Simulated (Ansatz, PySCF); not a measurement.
This Ansatz (a program for electronic structure) input computes a BLYP/def2-TZVPD energy:

Ansatz 0.2 input:
```yaml
crystal:
  periodic: [false, false, false]
  atoms:
    - {symbol: O, position_ang: [1.57383933, -0.87974550, 0.39246155]}
    - {symbol: C, position_ang: [0.93009534, 0.21822231, -0.01170022]}
    - {symbol: O, position_ang: [1.42571300, 1.25787969, -0.32271334]}
    - {symbol: C, position_ang: [-0.59788718, -0.04199041, -0.02492080]}
    - {symbol: F, position_ang: [-1.02633740, -0.37041169, 1.20297162]}
    - {symbol: F, position_ang: [-1.24942498, 1.04414910, -0.42568393]}
    - {symbol: F, position_ang: [-0.89263482, -1.05079124, -0.85834424]}
    - {symbol: H, position_ang: [2.52590729, -0.68898050, 0.39124938]}
basis:
  gaussian:
    orbitals: def2-TZVPD
hamiltonian:
  xc: {name: BLYP}
output: {forces: true}
```

Q: Write an input for the same energy in PySCF and say what it gives.

A: 
```python
from pyscf import gto, scf, dft

mol = gto.M(
    atom='''
    O     1.57383933   -0.87974550    0.39246155
    C     0.93009534    0.21822231   -0.01170022
    O     1.42571300    1.25787969   -0.32271334
    C    -0.59788718   -0.04199041   -0.02492080
    F    -1.02633740   -0.37041169    1.20297162
    F    -1.24942498    1.04414910   -0.42568393
    F    -0.89263482   -1.05079124   -0.85834424
    H     2.52590729   -0.68898050    0.39124938
    ''',
    basis='def2-tzvpd',
    charge=0,
    spin=0,
    verbose=4,
)

mf = dft.RKS(mol, xc='blyp').density_fit(auxbasis='def2-universal-jkfit')
mf.grids.level = 3
mf.conv_tol = 1e-9
mf.max_cycle = 100
mf.max_memory = 1500
mf.kernel()
if not mf.converged:
    mf = mf.newton()
    mf.kernel(mf.make_rdm1())
mf.analyze()
```
It gives -526.98021 Eh, and Ansatz -526.98009 Eh, a difference of 0.12 mEh, from the treatment of integrals and grids.
